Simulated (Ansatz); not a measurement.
`N[SiH](F)[O][SbH2]` + `[NH2][GeH2][NH2]` → `[NH2][GeH2][NH][SiH](N)F` + `[OH][SbH2]`  (ligand exchange at the Si–O bond)

Program: Ansatz. Geometries: PBE0-D4/def2-TZVP. ΔE: electronic, gas phase. CBS: MP2 limit from def2 TZ/QZ plus the TZ coupled-cluster correction, frozen cores. def2 core potentials past Kr. For Ge, Sb outer-core shells are correlated without core-valence functions, which leaves a few kJ/mol of doubt a bond. Scalar relativity is left out up to krypton. One conformer a species, not always the lowest.

`N[SiH](F)[O][SbH2]`:

Cartesian coordinates in Å:
```
N 1.050 -0.975 0.637
Si -0.645 -0.836 0.488
F -1.149 -0.620 1.988
O -1.002 0.417 -0.466
Sb -0.052 2.155 -0.499
H 1.453 -1.377 1.468
H 1.627 -1.149 -0.170
H -1.377 -2.005 -0.037
H -1.042 2.732 -1.773
H 1.137 1.658 -1.636
```

`[NH2][GeH2][NH2]`:

Cartesian coordinates in Å:
```
N 0.734 -0.809 1.086
Ge 0.218 -0.122 -0.532
N -1.137 1.034 -0.101
H 1.120 -0.129 1.725
H 1.348 -1.609 1.038
H -0.162 -1.351 -1.390
H 1.257 0.739 -1.287
H -1.428 1.653 -0.844
H -1.951 0.593 0.304
```

`[NH2][GeH2][NH][SiH](N)F`:

Z-matrix (Å, degrees):
```
Ge
N 1 1.833
N 1 1.848 2 106.6
H 1 1.543 2 105.6 3 121.8
H 1 1.535 2 113.0 3 -115.4
Si 2 1.704 1 126.5 3 59.5
H 2 1.008 1 115.2 3 -119.8
H 3 1.011 1 113.8 2 -159.6
H 3 1.011 1 114.2 2 75.0
N 6 1.690 2 106.3 1 -21.2
F 6 1.604 2 114.3 1 96.3
H 6 1.483 2 108.7 1 -149.6
H 10 1.010 6 120.9 2 -26.6
H 10 1.004 6 124.2 2 158.6
```

`[OH][SbH2]`:

Z-matrix (Å, degrees):
```
Sb
O 1 1.974
H 1 1.713 2 94.3
H 1 1.713 2 94.3 3 90.9
H 2 0.960 1 109.6 3 134.5
```

```csv
species,CCSD(T)/CBS(def2) energy (Eh)
`N[SiH](F)[O][SbH2]`,-761.92621
`[NH2][GeH2][NH2]`,-2189.15013
`[NH2][GeH2][NH][SiH](N)F`,-2634.07993
`[OH][SbH2]`,-316.98030
```

(1) Work out ΔE.

Largest T1 diagnostic among the species: 0.014.

Results:

(1) ΔE = (-2634.07993) + (-316.98030) − (-761.92621) − (-2189.15013) = 0.01611 Eh = +42.3 kJ/mol.

The D4 term adds −4.1 kJ/mol with B3LYP and −2.5 kJ/mol with PBE0; it sums over pairs of atoms, weighted by their polarisabilities, and B3LYP, whose exchange is more repulsive, gets the larger term. In def2-TZVPP, CCSD(T) changes the Hartree–Fock value by −14.4 kJ/mol (the triples alone add −2.2 kJ/mol) and MP2 by −14.9 kJ/mol.

B3LYP here is the variant with VWN-RPA as its local correlation; programs differ in this.
